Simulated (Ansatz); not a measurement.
Ideal-gas functions of Cl$_{3}$F$_{2}$Nb (`[F][Nb]([F])([Cl])([Cl])[Cl]`) at 298.15 K and 1 bar, from an Ansatz frequency run at PBE0-D4/def2-TZVP.

Molar mass 237.26 g/mol, point group C2v (symmetry number 2), electronic degeneracy 1, moments of inertia 305.745, 479.562, 575.462 u Å². Harmonic wavenumbers (cm⁻¹, unscaled): 41, 103, 158, 164, 195, 259, 263, 355, 417, 449, 696, 730.

Use S(trans) = R[1.5 ln M + 2.5 ln T − 1.1517]; rotational temperatures θ = 24.2544 K / I; S(rot) = R[ln(√π/σ · √(T³/θAθBθC)) + 1.5]; for each mode x = 1.438777 ν̃/T, S = R[x/(eˣ − 1) − ln(1 − e⁻ˣ)] and H = RT x/(eˣ − 1); 1 cm⁻¹ = 0.0119627 kJ/mol; R = 8.31446 J/(mol·K).

Q: By hand: the entropy, in J/(mol·K).

A: Translation 177.1. Rotation: θ = 0.0793, 0.0506, 0.0421 K, giving 118.6. Vibration, mode by mode: 21.80, 14.21, 10.77, 10.47, 9.12, 6.98, 6.87, 4.79, 3.77, 3.34, 1.30, 1.14, in all 94.6. Electronic 0.0. Sum 390.3 J/(mol·K).

Q: By hand: H − E and G − E in kJ/mol, counted from the electronic energy.

A: Zero-point energy ½ × 3830 × 0.0119627 = 22.9; thermal vibration 14.4; translation, rotation and pV give 4 RT = 9.9. H − E = 47.2 kJ/mol, and G − E = 47.2 − 298.15 × 390.3/1000 = -69.2 kJ/mol.

Vibration gives 24 % of the entropy, 36.0 J/(mol·K) of it from the modes under 150 cm⁻¹: soft modes count most, and the harmonic formula is weakest for them.
